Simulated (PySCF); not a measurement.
CH3Cl2Si, SMILES C[Si](Cl)Cl, multiplicity 2. Geometry: PBE0-D3(BJ)/def2-SVP. The isomer is the one that the SMILES or the coordinates give; other isomers of the formula were not compared.

Computed equilibrium geometry at PBE0-D3(BJ)/def2-SVP (PySCF confirms it by a frequency run) as bond lengths and angles, and its point group:
point group Cs.
Atoms: C1 Si2 Cl3 Cl4 H5 H6 H7. Bonds (Å): C1–Si2 1.872, C1–H5 1.102, C1–H6 1.100, C1–H7 1.100, Si2–Cl3 2.074, Si2–Cl4 2.074. Bond angles (°): Si2–C1–H5 109.1, Si2–C1–H6 110.3, Si2–C1–H7 110.3, H5–C1–H6 109.0, H5–C1–H7 109.0, H6–C1–H7 109.2, C1–Si2–Cl3 108.7, C1–Si2–Cl4 108.7, Cl3–Si2–Cl4 108.8.
Charge 0, spin multiplicity 2.
